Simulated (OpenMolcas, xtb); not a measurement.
GaHClO (SMILES [O][GaH][Cl]): methods side by side

The species is GaHClO (4 atoms), meant as a doublet with charge 0. As SMILES, `[O][GaH][Cl]`. The shape is that of a PBE0-D4/def2-TZVP optimisation.

```xyz
4

O    -1.7398   -0.1177   -0.2122
Ga    0.0309    0.1443   -0.0612
Cl    1.0507   -1.5573    0.7088
H     0.7137    1.4705   -0.4557
```

Each level gives the dipole moment (D). The values are calculated.

```csv
level,kind,program,value (D),CPU time
GFN0-xTB,semi-empirical,xtb,2.47,under 2 s
UHF/def2-SVPD,Hartree–Fock,OpenMolcas,2.31,27 s
USVWN5/def2-SVPD,LDA,OpenMolcas,2.23,34 s
U-revPBE/def2-SVPD,GGA,OpenMolcas,2.04,44 s
UTPSS/def2-SVPD,meta-GGA,OpenMolcas,2.01,57 s
UM06-2X/def2-SVPD,hybrid meta-GGA,OpenMolcas,2.16,89 s
```

All-electron rows without a relativistic Hamiltonian named are non-relativistic. The values span 2.01 to 2.47 D. Magnitudes only. Times are those of the runs behind each value, whatever else they computed, on shared processors of several kinds: orders of magnitude only.
